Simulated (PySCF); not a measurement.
Bonding in `CC(C#N)=C1C=C1`

C6H5N.
Numbering: `[CH3:1][C:2]([C:3]#[N:4])=[C:5]1[CH:6]=[CH:7]1` (hydrogens: H8, H9, H10 on C1; H11 on C6; H12 on C7)

Cartesian coordinates in Å at the GFN2-xTB level; atoms count from 1:
```xyz
12
C6H5N angstrom
C     -1.5791   -0.7607   -0.0086
C     -0.5243    0.3124    0.0838
C     -0.9633    1.6308    0.3176
N     -1.3369    2.7002    0.5075
C      0.7734    0.0713   -0.0456
C      1.8966   -0.8124   -0.2608
C      2.1597    0.4750   -0.0806
H     -2.1545   -0.8097    0.9159
H     -1.1131   -1.7269   -0.1870
H     -2.2709   -0.5459   -0.8231
H      2.2474   -1.8001   -0.4373
H      2.8662    1.2653   -0.0079
```

Bond orders from the PBE0/pcSseg-1 density (PySCF). Geometry: GFN2-xTB; no solvent, vibrations or thermal averaging.

Q: How far do the computed orders between heavy atoms stray from the drawn ones?

A: The largest departure is 0.406, at C2–C5 (drawn double, 1.594). Drawn double or triple, more than 0.30 short of the drawn order: C2–C5 (1.594) and C6–C7 (1.612).

Q: Give the Mayer order of every bond between heavy atoms, beside its length.

A: 
```tsv
bond	drawn as	length (Å)	Mayer order
C1–C2	single	1.508	1.074
C2–C3	single	1.409	1.091
C3–N4	triple	1.149	3.027
C2–C5	double	1.326	1.594
C5–C6	single	1.445	0.923
C6–C7	double	1.326	1.612
C7–C5	single	1.444	0.911
```

By pair of heavy elements: C–C: lowest C7–C5 (0.911, 1.444 Å), highest C6–C7 (1.612, 1.326 Å); in 2 of the 15 pairs the longer bond (by over 0.003 Å) has the higher order (by 0.02 or more).

Q: And the bonds to hydrogen?

A: C–H: 0.95 to 1.03 (5 bonds).

Q: Sum the orders of all bonds at each heavy atom with more than one neighbour and set the sums beside the valence in the SMILES.

A: C1 3.929 (drawn 4), C2 3.759 (drawn 4), C3 4.118 (drawn 4), C5 3.428 (drawn 4), C6 3.560 (drawn 4), C7 3.555 (drawn 4). Orders between atoms that aren't bonded are not in these sums.

Mayer orders depend on the basis set.
